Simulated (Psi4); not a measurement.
CHCl3, charge +1, doublet, geometry from GFN2-xTB (a state made from the parent by changing its charge; the spin is typed, not shown lowest). Base run: B3LYP/6-31G* (Psi4).

Here is a job for Psi4.
```
memory 2 GB

molecule {
1 2
Cl   -0.79809750    1.51930940   -0.07372434
C     0.00488595    0.00306855    0.36216780
Cl   -0.91853468   -1.45078845   -0.04693467
Cl    1.71373432   -0.07034090   -0.09414240
H     0.01994780    0.01252794    1.47861697
}

set {
  basis 6-31g*
  reference uks
}

energy('b3lyp')
print_variables()
```

The base run was repeated with changes; each row names its change, and settings that it needs were set with it.

```csv
change,basis functions,E (Eh),core-seconds (rough)
base,74,-1418.86694,9
basis = 6-31G,___,___,6
basis = def2-SV(P),70,-1418.45475,6
basis = def2-SVP,___,___,9
basis = 6-311G**,102,-1418.95853,9
basis = aug-pcseg-1,113,___,10
basis = aug-cc-pVDZ,113,-1418.94706,20
"basis = 6-311+G(2d,p)",138,-1418.97413,20
basis = pcseg-2,___,___,20
basis = cc-pV(T+d)Z,161,-1419.00303,20
basis = aug-cc-pVTZ,219,-1419.00152,30
basis = cc-pVQZ,262,-1419.01573,40
basis = def2-QZVPP,297,-1419.02857,40
```

### Question
Some entries are withheld; supply them.

### Answer

- basis = 6-31G, basis functions: 50
- basis = 6-31G, E (Eh): -1418.78223
- basis = def2-SVP, basis functions: 73
- basis = def2-SVP, E (Eh): -1418.45670
- basis = aug-pcseg-1, E (Eh): -1418.86998
- basis = pcseg-2, basis functions: 146
- basis = pcseg-2, E (Eh): -1419.00795

Totals compare only among sets that treat the same electrons; sets with core potentials leave the core out.

Open shells are given as the SCF converged; they aren't shown to be the lowest states, and a large step between rows can be another state.
